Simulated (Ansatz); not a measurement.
The same molecule with X = N, As, Sb. Ansatz, PBE0-D4/def2-TZVP geometries, multiplicity 1.

Elements past krypton have def2 core potentials. Scalar relativity is left out up to krypton.

```json
{"X": "N", "molecule": "`NO`", "mean X–H bond length / Å": "1.016", "mean X–O bond length / Å": "1.423", "HOMO energy (ωB97M-V/def2-TZVPP) / eV": "-9.94", "LUMO energy (PBE0/def2-TZVPP) / eV": "1.19", "HOMO–LUMO gap (PBE/def2-TZVPP) / eV": "6.15"}
{"X": "As", "molecule": "`O[AsH2]`", "mean X–H bond length / Å": "1.527", "mean X–O bond length / Å": "1.802", "HOMO energy (ωB97M-V/def2-TZVPP) / eV": "-9.72", "LUMO energy (PBE0/def2-TZVPP) / eV": "-0.49", "HOMO–LUMO gap (PBE/def2-TZVPP) / eV": "4.93"}
```

Problem. Give the row for X = Sb, `[OH][SbH2]`. (Best estimate.)

Solution. Computed: 
```csv
X,molecule,mean X–H bond length / Å,mean X–O bond length / Å,HOMO energy (ωB97M-V/def2-TZVPP) / eV,LUMO energy (PBE0/def2-TZVPP) / eV,HOMO–LUMO gap (PBE/def2-TZVPP) / eV
Sb,`[OH][SbH2]`,1.713,1.974,-9.51,-1.14,4.35
```

From N to Sb the mean X–H bond length rises at each step, by 0.697 Å in all; the mean X–O bond length rises at each step, by 0.551 Å in all; the HOMO energy (ωB97M-V/def2-TZVPP) rises at each step, by 0.43 eV in all; the LUMO energy (PBE0/def2-TZVPP) falls at each step, by 2.33 eV in all; the HOMO–LUMO gap (PBE/def2-TZVPP) falls at each step, by 1.80 eV in all. Bonds lengthen as the atom grows down the group.

Spin–orbit coupling is left out; it splits and shifts lone-pair levels of the heavy atoms by tenths of an eV.
